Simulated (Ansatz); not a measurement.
Species: C$_{3}$HO (charge 0, doublet). It need not be the lowest isomer of its formula. 
Coordinates optimised at B3LYP-D3(BJ)/def2-TZVP (Ansatz, a program for electronic structure):
```
C
C 1 1.2611
C 1 1.2980 2 166.31
O 3 1.1677 1 173.94 2 180.00
H 2 1.0769 1 139.98 3 -180.00
```
Charge 0, spin multiplicity 2.

Basis-set convergence of Hartree-Fock and CCSD correlation energies (hartree) with Ansatz. Correlated levels leave the core frozen unless marked. UHF or UKS for open shells. Spin-orbit coupling is left out. Non-relativistic.

The UHF reference is spin-contaminated (<S^2> 0.37 over the pure value in the largest basis). The T1 diagnostic of CCSD in the largest basis is 0.049, which is high, so the coupled-cluster rows are less sure than usual.

```
basis    functions       E(HF)  E(corr, CCSD)
-------  ---------  ----------  -------------
cc-pVDZ          -  -188.93719       -0.54354
cc-pVTZ        134           ?              ?
```

Task: What belongs in the gaps?

Result: 
- cc-pVTZ, E(HF): -188.98883
- cc-pVTZ, E(corr, CCSD): -0.65715
